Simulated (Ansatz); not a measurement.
Geometry optimisation, RKS PBE0-D4/def2-SVP (Ansatz).

The input (input.yaml):

```yaml
crystal:
  periodic: [false, false, false]
  atoms:
    - { symbol: Si, position_ang: [-0.405757, -0.287241, 0.121286] }
    - { symbol: C, position_ang: [0.808499, 1.00678, -0.442537] }
    - { symbol: O, position_ang: [-0.006697, -1.55915, -0.869205] }
    - { symbol: H, position_ang: [0.751309, -1.200853, -1.353153] }
    - { symbol: O, position_ang: [-1.956166, 0.238449, -0.059746] }
    - { symbol: O, position_ang: [-0.281731, -0.728582, 1.71087] }
    - { symbol: H, position_ang: [0.914434, 1.835265, 0.276063] }
    - { symbol: H, position_ang: [0.486992, 1.445372, -1.401003] }
    - { symbol: H, position_ang: [1.809769, 0.574002, -0.57964] }
    - { symbol: H, position_ang: [-2.509072, 0.070915, 0.710618] }
    - { symbol: H, position_ang: [0.388321, -1.394957, 1.886448] }
basis:
  gaussian: { orbitals: def2-SVP }
hamiltonian:
  xc: pbe0
  dispersion: d4
relax:
  f_tol: 0.03
  max_steps: 50
output:
  orbitals: {}
```

Launched with:

```bash
$ ansatz run input.yaml --threads 2 --pin off --max-ram 3072MiB --backend cpu --events-out ev --progress --plain --runs-dir out
```

Problem. Where does it end, and by what steps?

Solution. It converged. The force dipped under the threshold on the way, but the program's further checks kept it going. After 12 steps the energy has fallen by 0.210 eV; H4 moved furthest, 0.90 Å.

```tsv
step	energy less start (eV)	largest force component (eV/Å)	accepted
0	0.0000	0.574	yes
1	-0.0817	0.491	yes
2	-0.1278	1.010	yes
3	-0.1555	0.436	yes
4	-0.1724	0.189	yes
5	-0.1859	0.539	yes
6	-0.2068	0.076	yes
7	-0.0923	2.911	no
8	-0.2097	0.021	yes
9	-0.2091	0.343	no
10	-0.2101	0.040	yes
11	-0.2103	0.031	yes
12	-0.2104	0.018	yes
```

```xyz
11
Properties=species:S:1:pos:R:3
Si -0.244 -0.223 0.164
C 0.866 1.157 -0.376
O 0.051 -1.644 -0.655
H -0.001 -1.612 -1.615
O -1.790 0.327 -0.061
O -0.034 -0.647 1.752
H 0.733 2.032 0.277
H 0.636 1.473 -1.406
H 1.923 0.853 -0.335
H -2.477 -0.190 0.370
H 0.336 -1.525 1.885
```

Whether the end is a true minimum wasn't checked by a vibrational analysis.

Run time: 34 s on 2 threads of Arm Neoverse V1, on a shared host, peak memory 0.22 GiB.
